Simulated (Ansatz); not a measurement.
C₃H₆BN (`BNC#CC`) from Hartree–Fock to CCSD(T)

```csv
atom,x (Å),y (Å),z (Å)
B1,0.034,-0.412,-2.527
N2,-0.544,0.330,-1.488
C3,-0.255,0.235,-0.171
C4,-0.003,0.156,1.000
C5,0.311,0.047,2.412
H6,-0.347,-0.190,-3.637
H7,0.869,-1.221,-2.265
H8,-1.251,1.018,-1.706
H9,0.973,0.853,2.740
H10,0.809,-0.902,2.623
H11,-0.596,0.087,3.021
```

Charge 0, multiplicity 1. The geometry is a stationary point of PBE0-D4/def2-TZVP. Frozen core, restricted reference, Ansatz.

```
     basis     HF (Eh)  MP2 corr.  CCSD corr.       (T)  CCSD(T) total
  def2-SVP  -196.05136   -0.64002    -0.68563  -0.02433     -196.76132
def2-TZVPP  -196.26986   -0.78077           –         –              –
def2-QZVPP  -196.27869   -0.83209           –         –              –
```
